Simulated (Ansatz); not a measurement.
Reaction (redistribution): `C[SiH2]B(C)C` + `[CH3][GeH2][CH3]` → `CB(C)C` + `C[SiH2][GeH2][CH3]`

Gas-phase electronic energies from Ansatz, PBE0-D4/def2-TZVP geometries. CCSD(T)/CBS is the MP2 limit (def2-TZVPP, def2-QZVPP) plus CCSD(T) − MP2 in def2-TZVPP, frozen cores. DFT in def2-TZVPP. For Ge outer-core shells are correlated without core-valence functions, which leaves a few kJ/mol of doubt a bond. Scalar relativity is left out up to krypton. Each species was taken in one conformer, which may not be the lowest.

```json
{"level": "PBE0-D4", "ΔE (eV)": "-0.60"}
{"level": "ωB97X-V", "ΔE (eV)": "-0.56"}
{"level": "B2PLYP", "ΔE (eV)": "-0.58"}
{"level": "MP2/CBS(def2)", "ΔE (eV)": "-0.58"}
```

(1) What does CCSD(T)/CBS give? (Estimate.)

Largest T1 diagnostic among the species: 0.011.

Answers

(1) Computed: -0.57 eV. The listed levels differ from it by -0.03, 0.01, -0.01, -0.01 eV.
